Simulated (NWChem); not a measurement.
Species: BHSCl₂; SMILES SB(Cl)Cl

```xyz
5

B     -0.0114     0.0055     0.0000
Cl    -1.5851    -0.7618     0.0000
Cl     0.1010     1.7560     0.0000
S      1.4336    -1.0543     0.0000
H      2.3479    -0.0604     0.0000
```
Atoms are numbered in this order, from 1.

Results from NWChem. Pople sets run with spherical d functions. Geometry: optimised at PBE0/def2-SVP. Vertical excitations in the gas phase; the lowest state need not have the same character in each row.

```csv
level,"lowest excitation, singlet (eV)","lowest state with f > 0.02, singlet (eV)",lowest triplet (eV),orbital gap (eV)
"PBE/6-31+G*, full TDDFT",(withheld),(withheld),(withheld),(withheld)
"B3LYP/6-31+G*, full TDDFT",6.06,6.06,4.82,6.60
"PBE0/6-31+G*, full TDDFT",6.16,6.16,4.83,7.02
```

Problem. What belongs in the gaps?

Solution. 
- PBE/6-31+G*, full TDDFT, lowest excitation, singlet (eV): 5.63
- PBE/6-31+G*, full TDDFT, lowest state with f > 0.02, singlet (eV): 5.78
- PBE/6-31+G*, full TDDFT, lowest triplet (eV): 4.52
- PBE/6-31+G*, full TDDFT, orbital gap (eV): 4.93
